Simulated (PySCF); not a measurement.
**Potential energy of TlCd along the bond**

Set-up: PySCF, scalar-relativistic core potentials, basis sets Tl def2-SVP with ECP60, Cd def2-SVP with ECP28. Energies in eV from Tl + Cd in their ground configurations at the same level. State: ²Π (doublet), unpaired electrons π ↑.

All columns are PBE0. A positive dipole means Tl(−)Cd(+).

```csv
R (Å),E (eV),μ (D),Mulliken charge on Tl (basis-dependent),HOMO (eV),LUMO (eV),Mayer bond order,⟨S²⟩
2.682,-0.036,0.36,-0.04,-3.70,-2.23,1.00,0.75
2.806,-0.171,0.37,-0.04,-3.63,-2.16,0.89,0.75
2.931,-0.237,0.38,-0.04,-3.57,-2.09,0.78,0.75
3.025,-0.257,0.40,-0.04,-3.53,-2.05,0.71,0.75
3.118,-0.260,0.41,-0.04,-3.50,-2.01,0.63,0.75
3.212,-0.253,0.41,-0.03,-3.47,-1.99,0.56,0.75
3.336,-0.234,0.42,-0.03,-3.44,-2.00,0.48,0.75
3.492,-0.203,0.43,-0.03,-3.41,-2.00,0.39,0.75
3.679,-0.163,0.42,-0.02,-3.39,-1.99,0.29,0.75
3.929,-0.117,0.38,-0.02,-3.38,-1.97,0.20,0.75
```

A fit through these points gives, at Re = 3.097 Å, μ = 0.40 D and dμ/dR = 0.108 D/Å; the reduced mass is 73.22 u.

Problem. How strong is the fundamental in the double-harmonic approximation, I = 42.26·(dμ/dR)²/μred km/mol?

Solution. I = 42.26·(0.108)²/73.22 = 0.00673 km/mol at PBE0.

The bond is weak. Basis-set superposition, not corrected here, can be much of De in a small basis, most of all at correlated wavefunction levels. Functionals without a dispersion term scatter widely for such bonds, and LDA overbinds them. Spin–orbit coupling is left out, which matters for elements this heavy, above all for dissociation energies. The state was picked by a PBE0 search and need not be the measured ground state.
